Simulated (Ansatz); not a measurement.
System: sum formula Si₂NH₆F, net charge 0, singlet state. 
Coordinates optimised at B3LYP-D3(BJ)/def2-TZVP (Ansatz, a program for electronic structure):
```xyz
10

Si     0.9495    -0.7784    -0.1917
F      2.0851     0.0322     0.6081
N     -0.3466     0.2221    -0.6831
Si    -1.7785     0.6559     0.2008
H      0.4388    -1.8015     0.7365
H      1.6136    -1.3378    -1.3842
H     -0.2149     0.6993    -1.5657
H     -2.9965     0.3613    -0.5906
H     -1.8004     2.0978     0.5442
H     -1.7744    -0.1491     1.4406
```
Charge 0, spin multiplicity 1.

Wanted: atomisation energy (electronic, to ground-state atoms); the coupled-cluster value holds the core correlation from cc-pwCVTZ, in kcal/mol. Valence correlation only, unless marked. Open shells are spin-unrestricted. No spin-orbit coupling. No relativistic terms. CBS(X,Y): correlation extrapolated as X^-3; Hartree-Fock from the larger set. The bracket is a focal-point correction in the basis named.

Level to compare with: RI-MP2/CBS(aug-cc-pV(T+d)Z,aug-cc-pV(Q+d)Z)+[CCSD(T)-MP2]/aug-cc-pV(T+d)Z plus the core term (Ansatz), 809.5 kcal/mol. It is a level with limits of its own, and the differences hold the functionals' basis error too.

Rank these functionals by how close they come to RI-MP2/CBS(aug-cc-pV(T+d)Z,aug-cc-pV(Q+d)Z)+[CCSD(T)-MP2]/aug-cc-pV(T+d)Z, closest first: wB97X/def2-TZVPD (Ansatz); wB97M-V/def2-TZVPD (Ansatz); wB97X-V/def2-TZVPD (Ansatz); r2SCAN0/def2-TZVPD (Ansatz).

wB97X-V/def2-TZVPD (range-separated hybrid with VV10, 809.7 kcal/mol, difference 0.2), wB97M-V/def2-TZVPD (range-separated hybrid meta-GGA with VV10, 805.5 kcal/mol, difference -4.0), wB97X/def2-TZVPD (range-separated hybrid, 804.3 kcal/mol, difference -5.2), r2SCAN0/def2-TZVPD (hybrid meta-GGA, 788.1 kcal/mol, difference -21.4)
